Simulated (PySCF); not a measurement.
Job file and geometry (Å, from GFN2-xTB) of an NMR shielding run on `C(SC)B(C)[C@H](C)SC`, C6H15BS2, GIAO PBE0/pcSseg-1 NMR shielding, non-relativistic, gas phase (PySCF 2.14.0, density-fitted response routines); density fitting, a coarse starting grid and PySCF grid level 2 are the driver's defaults:

```
$ OMP_NUM_THREADS=1 python probes_run.py task.json out

{"job": {"kind": "nmr", "xc": "PBE0", "basis": "pcSseg-1"}, "charge": 0, "multiplicity": 1}
C     -2.584883    -1.347333    -0.259035
S     -1.356576    -1.299945    -1.587893
C     -0.816272     0.446476    -1.404213
B     -0.003633     0.800909    -0.064156
C     -0.236334     2.267942     0.522751
C      0.670445    -0.319178     0.801835
C      0.941445    -0.231724     2.284572
S      2.045439     0.410769    -0.222951
C      2.243410    -0.874334    -1.496969
H     -2.103106    -1.094158     0.681123
H     -2.984432    -2.355449    -0.224860
H     -3.377361    -0.637684    -0.483089
H     -1.727094     1.042578    -1.486838
H     -0.239053     0.643128    -2.309494
H     -1.183727     2.316135     1.059120
H      0.539301     2.579957     1.218556
H     -0.283873     3.017707    -0.264799
H      0.565724    -1.356059     0.485700
H      1.812535    -0.823566     2.564172
H      0.078660    -0.616211     2.826804
H      1.109254     0.796639     2.592714
H      2.756647    -1.722678    -1.054084
H      1.273467    -1.174054    -1.879860
H      2.848280    -0.450103    -2.291550
```

Question: What does the program print?

Answer: 
```
coarse grid: 20152 points
cycle   1  E = -1058.1077233957  dE =  7.622e-01  |g| = 5.027e-01  |ddm| = 4.362e+00
cycle   2  E = -1058.0852452911  dE =  2.248e-02  |g| = 5.838e-01  |ddm| = 1.192e+00
cycle   3  E = -1058.1765964280  dE = -9.135e-02  |g| = 8.750e-02  |ddm| = 7.256e-01
cycle   4  E = -1058.1785100664  dE = -1.914e-03  |g| = 3.316e-02  |ddm| = 1.508e-01
cycle   5  E = -1058.1787789040  dE = -2.688e-04  |g| = 7.124e-03  |ddm| = 3.583e-02
cycle   6  E = -1058.1787911363  dE = -1.223e-05  |g| = 2.379e-03  |ddm| = 1.064e-02
cycle   7  E = -1058.1787924001  dE = -1.264e-06  |g| = 5.264e-04  |ddm| = 3.235e-03
final grid: 182528 points
cycle   8  E = -1058.2364680912  dE = -6.271e-05  |g| = 1.238e-02  |ddm| = 5.042e-02
cycle   9  E = -1058.2364400016  dE =  2.809e-05  |g| = 1.612e-02  |ddm| = 2.553e-02
cycle  10  E = -1058.2365060478  dE = -6.605e-05  |g| = 1.606e-03  |ddm| = 1.664e-02
cycle  11  E = -1058.2365067628  dE = -7.151e-07  |g| = 2.924e-04  |ddm| = 2.280e-03
cycle  12  E = -1058.2365067828  dE = -1.999e-08  |g| = 1.079e-04  |ddm| = 4.054e-04
cycle  13  E = -1058.2365067857  dE = -2.868e-09  |g| = 2.974e-05  |ddm| = 1.584e-04
cycle  14  E = -1058.2365067859  dE = -2.233e-10  |g| = 5.658e-06  |ddm| = 4.034e-05
converged SCF energy = -1058.2365067859

GIAO shielding tensors (ppm)
atom      isotropic    diamagn.    paramagn.     s11        s22        s33       span
  0 C      167.258     252.097     -84.839    148.924    166.328    186.522     37.598
  1 S      563.740    1057.506    -493.766    450.732    503.838    736.648    285.916
  2 C      157.139     251.481     -94.341    144.820    146.577    180.021     35.200
  3 B       92.582     186.054     -93.472     62.509     94.474    120.762     58.253
  4 C      182.213     249.746     -67.533    172.178    184.273    190.187     18.009
  5 C      133.632     255.503    -121.871    102.931    124.079    173.887     70.957
  6 C      168.192     245.134     -76.942    152.036    165.494    187.047     35.011
  7 S      657.942    1058.898    -400.956    421.052    602.440    950.333    529.281
  8 C      167.694     251.938     -84.244    148.386    164.367    190.328     41.942
  9 H       29.820      33.049      -3.229     23.537     31.494     34.430     10.892
 10 H       30.023      29.485       0.538     24.888     26.142     39.038     14.150
 11 H       29.925      30.319      -0.394     25.051     26.951     37.773     12.722
 12 H       29.653      32.881      -3.228     22.960     30.204     35.796     12.836
 13 H       29.592      32.006      -2.413     24.852     28.501     35.424     10.573
 14 H       31.692      30.936       0.756     27.700     28.583     38.793     11.093
 15 H       31.825      31.466       0.359     26.454     30.971     38.048     11.594
 16 H       31.223      30.412       0.811     27.048     29.015     37.606     10.557
 17 H       28.711      34.541      -5.830     24.021     28.854     33.258      9.238
 18 H       29.896      29.132       0.764     24.629     27.962     37.098     12.469
 19 H       30.172      29.634       0.538     24.602     27.678     38.235     13.633
 20 H       30.440      30.604      -0.163     25.094     29.835     36.393     11.299
 21 H       29.688      30.092      -0.404     24.277     26.941     37.847     13.569
 22 H       29.152      31.891      -2.738     20.435     31.365     35.657     15.222
 23 H       30.297      29.656       0.640     24.858     26.292     39.740     14.882
```

Size and cost of the density-fitted run: 242 basis functions, 76 s wall time on 1 thread of an Arm Neoverse V2, shared host; peak memory 1.1 GiB.
